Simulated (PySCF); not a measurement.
## SiOF₂ + NH₃ → SiN(OH) + 2 HF

Level: PBE0 in the def2-TZVP basis family, all electrons, no relativity, computed in PySCF with density fitting; open shells unrestricted.

```json
{"species": "SiOF₂", "state and structure": "singlet, C2v, Si–F 1.564 Å (×2), Si–O 1.501 Å; F–Si–F 104.7°, F–Si–O 127.6° (×2)", "E (Eh)": "-564.27289", "ZPE (kJ/mol)": "25.4", "H(298 K) − H(0) (kJ/mol)": "13.0", "S° (J/(mol K))": "277.0"}
{"species": "NH₃", "state and structure": "singlet, C3v, N–H 1.013 Å (×3); H–N–H 107.1° (×3)", "E (Eh)": "-56.51312", "ZPE (kJ/mol)": "90.6", "H(298 K) − H(0) (kJ/mol)": "10.0", "S° (J/(mol K))": "192.4"}
{"species": "SiN(OH)", "state and structure": "singlet, Cs, O–H 0.962 Å, Si–N 1.559 Å, Si–O 1.616 Å; H–O–Si 120.9°, N–Si–O 178.9°", "E (Eh)": "-419.77664", "ZPE (kJ/mol)": "42.2", "H(298 K) − H(0) (kJ/mol)": "13.8", "S° (J/(mol K))": "267.0"}
{"species": "HF", "state and structure": "singlet, C∞v, H–F 0.920 Å", "E (Eh)": "-100.39188", "ZPE (kJ/mol)": "24.9", "H(298 K) − H(0) (kJ/mol)": "8.7", "S° (J/(mol K))": "173.6"}
```

Q: What is the electronic reaction energy?

A: At PBE0/def2-TZVP, ΔE = 592.3 kJ/mol from the differences of the total energies times 2625.5, uphill. 

Q: Add zero-point, thermal and entropy terms for 298.15 K and 1 bar.

A: ΔZPE = -24.0 and Δ[H(298) − H(0)] = 8.2 kJ/mol give ΔH° = 576.5 kJ/mol. ΔS° = 144.8 J/(mol K), so ΔG° = 576.5 − 298.15 × (0.1448) = 533 kJ/mol.

The structures come from searches over a few start shapes, so lower isomers are not excluded.
